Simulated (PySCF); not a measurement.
AsH5Si, SMILES [SiH3][AsH2]. Geometry: PBE-D3(BJ)/def2-TZVP.

Problem. Give the equilibrium geometry at PBE-D3(BJ)/def2-TZVP (PySCF confirms it by a frequency run) as Cartesian coordinates in Å, and its point group. (Estimate from the structure and the level; the computed values follow.)

Solution. point group Cs.
```xyz
7

Si    -1.5768     0.0049     0.0000
As     0.8061    -0.0618     0.0000
H     -2.0636    -0.7186     1.2149
H     -2.0636    -0.7186    -1.2149
H     -2.1411     1.3892     0.0000
H      0.8721     1.0098     1.0994
H      0.8721     1.0098    -1.0994
```
